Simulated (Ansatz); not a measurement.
`[CH3][Al]([CH3])[F]` + NH₃ → `[CH3][Al-]([CH3])([NH3+])[F]` at 400 K and 1 bar (adduct formation).

Gas-phase electronic energies from Ansatz, PBE0-D4/def2-TZVP geometries. CCSD(T)/CBS adds triple-zeta CCSD(T) − MP2 to the extrapolated MP2 energy (def2 sets, frozen cores). This one scheme is used for every species. Each species was taken in one conformer, which may not be the lowest.

```csv
species,CCSD(T)/CBS energy (Eh),H − E (kJ/mol),S (J/(mol·K))
`[CH3][Al]([CH3])[F]`,-421.62460,225.2,394.8
NH₃,-56.50880,104.2,203.1
`[CH3][Al-]([CH3])([NH3+])[F]`,-478.17859,338.8,445.9
```

H − E and S are ideal-gas, rigid-rotor, harmonic terms from PBE0-D4/def2-TZVP, for one conformer and one mirror image of each species. 1 Eh = 2625.50 kJ/mol, R = 8.31446 J/(mol·K).

Task: By hand: ΔE, ΔH, ΔS and ΔG.

Result: ΔE = (-478.17859) − (-421.62460) − (-56.50880) = -0.04519 Eh = -118.6 kJ/mol. Δ(H − E) = 338.8 − 225.2 − 104.2 = 9.4, so ΔH = -109.2 kJ/mol. ΔS = 445.9 − 394.8 − 203.1 = -152.0 J/(mol·K). ΔG = -109.2 − 400 × (-152.0)/1000 = -48.4 kJ/mol.

Task: By hand: the equilibrium constant, and the temperature at which ΔG would vanish if ΔH and ΔS stayed fixed.

Result: log₁₀ K = −ΔG/(RT ln 10) = 6.3. ΔG = 0 at ΔH/ΔS = 718 K.

The number of gas molecules changes by -1, which sets the sign of ΔS. A doubt of 5 kJ/mol in ΔE shifts log₁₀ K by 0.7 here. Other conformers and mirror images would add mixing entropy, several J/(mol·K) or more a flexible species. Modes under 60 cm⁻¹, often nearly free rotors, make the harmonic entropy too high. These are equilibria of isolated gas molecules and say nothing of rates. Largest T1 diagnostic: 0.011 (customary marks: 0.02 for closed shells, 0.045 for open ones).
